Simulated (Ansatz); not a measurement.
Consider the ligand exchange at a Ga–C bond: `N=[CH][GaH][NH2]` + silanol → `[NH2][GaH][O][SiH3]` + `C=N`.

Computed with Ansatz on PBE0-D4/def2-TZVP structures; ΔE is electronic, products minus reactants. CCSD(T)/CBS adds triple-zeta CCSD(T) − MP2 to the extrapolated MP2 energy (def2 sets, frozen cores). This one scheme is used for every species. DFT in def2-TZVPP. HSE06 is defined as in plane-wave codes. For Ga outer-core shells are correlated without core-valence functions, which leaves a few kJ/mol of doubt a bond. Scalar relativity is left out up to krypton. One conformer a species, not always the lowest.

`N=[CH][GaH][NH2]`:

Z-matrix (Å, degrees):
```
C
Ga 1 1.987
N 1 1.272 2 116.2
H 1 1.101 2 122.6 3 -180.0
N 2 1.805 1 112.2 3 0.1
H 2 1.561 1 127.4 3 -179.9
H 3 1.024 1 111.9 2 180.0
H 5 1.007 2 120.8 1 -0.0
H 5 1.004 2 126.2 1 -180.0
```

`O[SiH3]`:

Cartesian coordinates in Å:
```
O 0.802 0.851 0.525
Si -0.343 -0.118 -0.158
H 1.651 0.461 0.735
H 0.114 -0.672 -1.463
H -1.531 0.741 -0.365
H -0.694 -1.263 0.727
```

`[NH2][GaH][O][SiH3]`:

```xyz
10

N    -2.262   -0.810   -0.808
Ga   -1.131    0.365   -0.044
O     0.546   -0.247   -0.005
Si    2.025    0.215    0.485
H    -3.247   -0.657   -0.926
H    -1.960   -1.701   -1.163
H    -1.489    1.756    0.534
H     2.964    0.243   -0.669
H     2.001    1.576    1.098
H     2.553   -0.740    1.498
```

`C=N`:

Z-matrix (Å, degrees):
```
C
N 1 1.261
H 1 1.096 2 124.9
H 1 1.092 2 118.8 3 -180.0
H 2 1.021 1 111.0 3 -0.0
```

```csv
level,ΔE (kJ/mol)
PBE0-D4,-90.1
HSE06-D4,-90.1
PBE,-83.6
CCSD/CBS(def2),-97.0
```

Task: What does CCSD(T)/CBS give? (Best estimate.)

Result: Ansatz gave: -94.6 kJ/mol. The listed levels differ from it by 4.5, 4.5, 11.0, -2.4 kJ/mol.

Largest T1 diagnostic among the species: 0.014.

In def2-TZVPP, CCSD(T) changes the Hartree–Fock value by +17.9 kJ/mol (the triples alone add +2.4 kJ/mol) and MP2 by +16.0 kJ/mol. Leaving LDA and LC-ωPBE aside and taking each functional with its dispersion term where it has one, the values, not all of them listed here, spread over 21.3 kJ/mol, from BHLYP-D4 to revPBE-D4.
